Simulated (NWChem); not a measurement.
Molecule: GeSiH6O; SMILES [SiH3][GeH2][OH]

```xyz
9

O      1.1083    -1.5668    -0.1588
Ge    -0.3652    -0.5646     0.0221
Si     0.2063     1.7590    -0.0026
H      1.7509    -1.4040     0.5395
H     -1.2255    -0.9636    -1.1864
H     -1.1002    -0.9410     1.3307
H      1.1646     2.0553     1.1077
H     -1.0189     2.5957     0.1882
H      0.8504     2.1218    -1.3009
```
Atoms are numbered in this order, from 1.

Level: PBE0/def2-SVP (NWChem), optimised geometry, unscaled harmonic frequencies. 

```csv
frequency (cm⁻¹),IR intensity (km/mol)
91,1.3
124,3.8
188,123.4
343,16.2
350,4.1
497,14.9
556,3.3
686,12.6
694,147.2
776,191.5
846,168.4
885,44.7
923,75.4
934,68.6
936,30.3
2116,141.5
2176,96.8
2220,54.5
2230,98.0
2240,88.1
3908,71.9
```

```json
{
 "zero_point_energy": "33.9 kcal/mol",
 "thermal correction to the enthalpy at 298.15 K (with zero-point energy)": "38.6 kcal/mol",
 "heat capacity Cv": "22.1 cal/(mol K)",
 "entropy at 298.15 K and 1 atm (symmetry number 1)": "80.2 cal/(mol K)",
 "dipole_moment": "1.42 D"
}
```

Rigid rotor and harmonic oscillator; modes under 100 cm⁻¹ make the entropy uncertain.
